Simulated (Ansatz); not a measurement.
Start from `F[Si](F)(Cl)[GeH3]` and change one atom or group to get `F[SiH](F)[GeH3]`.

Ansatz, PBE0-D4/def2-TZVP geometries, multiplicity 1. 

Scalar relativity is left out up to krypton.

```json
{"property": "HOMO energy (B3LYP/def2-TZVPP) / eV", "`F[Si](F)(Cl)[GeH3]`": "-8.71"}
{"property": "zero-point energy (PBE0-D4/def2-TZVP) / kJ/mol", "`F[Si](F)(Cl)[GeH3]`": "83.2"}
{"property": "HOMO energy (PBE0/def2-TZVPP) / eV", "`F[Si](F)(Cl)[GeH3]`": "-8.93"}
{"property": "HOMO energy (PBE/def2-TZVPP) / eV", "`F[Si](F)(Cl)[GeH3]`": "-7.68"}
{"property": "HOMO–LUMO gap (PBE0/def2-TZVPP) / eV", "`F[Si](F)(Cl)[GeH3]`": "8.73"}
{"property": "size of the dipole moment (PBE/def2-TZVPP) / D", "`F[Si](F)(Cl)[GeH3]`": "1.72"}
```

Give the same properties after the change, and the shifts. (An estimate is asked.)

The calculation gave: 
| property | `F[SiH](F)[GeH3]` | shift |
| --- | --- | --- |
| HOMO energy (B3LYP/def2-TZVPP) / eV | -8.33 | 0.38 |
| zero-point energy (PBE0-D4/def2-TZVP) / kJ/mol | 100.2 | 17.0 |
| HOMO energy (PBE0/def2-TZVPP) / eV | -8.52 | 0.41 |
| HOMO energy (PBE/def2-TZVPP) / eV | -7.28 | 0.40 |
| HOMO–LUMO gap (PBE0/def2-TZVPP) / eV | 8.28 | -0.45 |
| size of the dipole moment (PBE/def2-TZVPP) / D | 1.44 | -0.28 |

Dipoles are sizes alone; their direction can turn.

B3LYP here is the variant with VWN-RPA as its local correlation; programs differ in this.
